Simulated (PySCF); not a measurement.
BCl₂, SMILES Cl[B]Cl, multiplicity 2. Atoms are numbered in the order given.

```xyz
3

Cl     0.0000    -1.5281     0.1011
B      0.0000     0.0000    -0.6878
Cl     0.0000     1.5281     0.1011
```
Charge 0, spin multiplicity 2.

The structure is a stationary point at PBE0-D3(BJ)/def2-TZVP. The isomer is the one that the SMILES or the coordinates give; other isomers of the formula were not compared.

All values below come from B3LYP/pcH-1 run with PySCF.

Unrestricted Kohn–Sham, ⟨S²⟩ = 0.752. Hyperfine tensors hold the contact and dipolar terms, without spin-orbit corrections.

Computed hyperfine couplings:
```json
[
 {"nucleus": "35Cl no. 1", "A(iso) (MHz)": "52.0", "A(iso) (G)": "18.6", "dipolar principal values (MHz)": "-23.6, -19.2, 42.7"},
 {"nucleus": "11B no. 2", "A(iso) (MHz)": "713.5", "A(iso) (G)": "254.6", "dipolar principal values (MHz)": "-37.2, -32.2, 69.4"},
 {"nucleus": "35Cl no. 3", "A(iso) (MHz)": "52.0", "A(iso) (G)": "18.6", "dipolar principal values (MHz)": "-23.6, -19.2, 42.7"}
]
```

And the g tensor (effective nuclear charges for spin-orbit coupling, GIAO)? (Estimate from the structure and the level; the computed values follow.)

principal values 1.9832, 1.9997, 2.0070; isotropic 1.9966.
